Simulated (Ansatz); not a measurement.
Two structures of CH6Ge, closed shell, reached by relaxing down either side of one saddle point (PBE0-D4/def2-TZVP). Energies are electronic, without zero-point energy. Computed with Ansatz 0.2.0 (basis: def2-TZVPP and def2-QZVPP); correlated methods freeze the cores. Filled d shells of the heavier atoms are correlated. The def2 sets are not built for correlating such inner shells, so the correlated values are less sure here. Extrapolation: Hartree–Fock as exp(−7.88 √X), correlation as X^−2.97. First:

```
8
angstrom
Ge -0.8022 0.0752 0.9657
C 0.6354 -0.8256 -0.1013
H -0.9765 1.4020 -0.6801
H -1.6480 1.0143 -0.6437
H 0.0203 1.4143 1.2411
H 1.2401 -0.1673 -0.7238
H 0.2299 -1.6394 -0.7043
H 1.3011 -1.2736 0.6464
```

Second:

| atom | x (Å) | y (Å) | z (Å) |
| --- | --- | --- | --- |
| Ge1 | -1.3150 | 0.4739 | 1.1953 |
| C2 | 0.6529 | -0.6793 | -0.5193 |
| H3 | -0.0974 | 0.1075 | -0.7029 |
| H4 | -1.8091 | 1.3454 | -0.0484 |
| H5 | -0.1662 | 1.5332 | 1.5090 |
| H6 | 1.5416 | -0.3716 | -1.0712 |
| H7 | 0.2732 | -1.6266 | -0.8958 |
| H8 | 0.9202 | -0.7824 | 0.5331 |

(1) Which bonds change from the first to the second?

(2) Give the saddle point's structure and its height above each. (To be estimated.)

The search had been set up for a 1,1-elimination (forming C2–H3, breaking Ge1–C2, Ge1–H3); from that guess it ended on this step instead.

T1 diagnostic: at most 0.012.

Results:

(1) CH₄Ge ([CH3][GeH]) + H₂ → GeH₂ + CH₄; bonds formed: Ge1–H4, C2–H3; bonds broken: Ge1–C2, H3–H4.

(2) Computed: 0.854 eV above the first and 1.211 eV above the second (CCSD(T) at an estimated basis limit (MP2 extrapolated from triple and quadruple zeta, plus CCSD(T) − MP2 in triple zeta)).
Ge1  (-1.067, 0.229, 1.027)
C2  (0.516, -0.641, -0.261)
H3  (-0.458, 0.484, -0.559)
H4  (-1.326, 1.063, -0.456)
H5  (-0.085, 1.421, 1.412)
H6  (1.150, -0.086, -0.959)
H7  (0.105, -1.517, -0.760)
H8  (1.164, -0.954, 0.557)
(Å)

Labels in which every atom is bracketed show which atoms are joined, not bond orders.

For scale, one of the runs: CCSD(T)/def2-TZVPP, 163 basis functions, launched by `ansatz run in.yaml --threads 2 --pin off --events-out ev --progress --plain --max-ram 4352MiB`. Hardware: 2 CPU threads of an Arm Neoverse V2, shared host. Wall time 23 s; peak host memory 1.2 GiB.
